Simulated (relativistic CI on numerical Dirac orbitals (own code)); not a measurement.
## Crystal-field levels of Pd²⁺, 4d8

Calculated by Dirac-Coulomb-Breit CI, KLI orbitals optimised for each configuration, a model potential for QED, valence Slater integrals scaled by 0.9, one configuration in a parametric crystal field (own radial code). With so little scaling, terms lie 10 to 35 % too far apart, which can change the order of excited levels.

Field parameters in Wybourne normalisation: Td as Oh with Dq negative (B⁴₀ = 21Dq, B⁴₄ = √(5/14) B⁴₀). The field is a parameter set, without covalency.

S is read from ⟨S²⟩ = S(S + 1).

Site symmetry Td; labels are those of the double group. Computed levels in cm⁻¹ above the lowest, in rising order:

| Δ (size of 10Dq) | Lowest | No. 2 | No. 3 | No. 4 | No. 5 | No. 6 | No. 7 | No. 8 |
| --- | --- | --- | --- | --- | --- | --- | --- | --- |
| 2100 | A1 | 451 T1 | 941 E | 1860 T2 | 4102 T2 | 4305 T1 | 4765 A2 | 5511 E |
| 3800 | A1 | 641 T1 | 1487 E | 2502 T2 | 5216 T2 | 5545 T1 | 6204 A2 | 6438 E |
| 5450 | A1 | 748 T1 | 1847 E | 2719 T2 | 6529 T2 | 6861 T1 | 7519 E | 7637 A2 |
| 7100 | A1 | 814 T1 | 2083 E | 2797 T2 | 7896 T2 | 8247 T1 | 8737 E | 9100 A2 |
| 8800 | A1 | 858 T1 | 2240 E | 2823 T2 | 9284 T2 | 9725 T1 | 10090 E | 10633 A2 |
| 10450 | A1 | 887 T1 | 2340 E | 2825 T2 | 10559 T2 | 11195 T1 | 11467 E | 12142 A2 |
| 12150 | A1 | 906 T1 | 2408 E | 2815 T2 | 11713 T2 | 12736 T1 | 12912 E | 13714 A2 |
| 13800 | A1 | 920 T1 | 2451 E | 2801 T2 | 12582 T2 | 14170 E | 14254 T1 | 14938 E |
| 15500 | A1 | 929 T1 | 2481 E | 2783 T2 | 13172 T2 | 14522 E | 15834 T1 | 16107 E |
| 17200 | A1 | 936 T1 | 2500 E | 2765 T2 | 13520 T2 | 14540 E | 17429 T1 | 17627 E |
| 18850 | A1 | 940 T1 | 2511 E | 2747 T2 | 13717 T2 | 14524 E | 18988 T1 | 19150 E |

Ground-state S against |10Dq| in cm⁻¹: 2100: 1.00, 3800: 1.00, 5450: 1.00, 7100: 1.00, 8800: 1.00, 10450: 1.00, 12150: 1.00, 13800: 1.00, 15500: 1.00, 17200: 1.00, 18850: 1.00.

No abrupt spin change occurs in this range.
